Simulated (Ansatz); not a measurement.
Born–Oppenheimer molecular dynamics of BFH3NO (7 atoms, charge 0, multiplicity 1). It goes on from the last frame of an earlier run, with new velocities.

These are results of Ansatz 0.2.0, RKS BLYP-D4/def2-SVP, not measurements.

* ensemble: NVT, Langevin thermostat
* time step: 0.5 fs
* steps asked: 166
* set temperature: 400 K
* friction: 0.01 /fs
* seed: 365219

First frame:

```xyz
7
Properties=species:S:1:pos:R:3
B 0.050 -0.083 -0.122
F -0.103 0.575 1.096
N 1.263 0.017 -0.746
H 1.506 -0.434 -1.609
H 2.049 0.401 -0.283
O -0.999 -0.757 -0.781
H -1.887 -0.613 -0.317
```

**Question.** How far do the bonds stretch over the last three quarters of this one trajectory? (Pairs bonded in most of those frames.)

**Answer.** 
| bond | mean (Å) | spread (Å) | shortest | longest |
| --- | --- | --- | --- | --- |
| B1–F2 | 1.363 | 0.017 | 1.33 | 1.39 |
| B1–N3 | 1.418 | 0.032 | 1.37 | 1.47 |
| B1–O6 | 1.383 | 0.036 | 1.32 | 1.46 |
| N3–H4 | 1.028 | 0.031 | 0.97 | 1.08 |
| N3–H5 | 1.028 | 0.040 | 0.95 | 1.11 |
| O6–H7 | 0.980 | 0.033 | 0.92 | 1.05 |

Mean temperature of the second half: 327 K. The mean temperature of the second half is 18 % below the set value. A run of 0.083 ps of so small a system gives no equilibrium averages.

The run took 2.8 min on 1 thread of Intel(R) Xeon(R) Platinum 8488C (Sapphire Rapids), with other jobs on the host, peak memory 0.14 GiB.
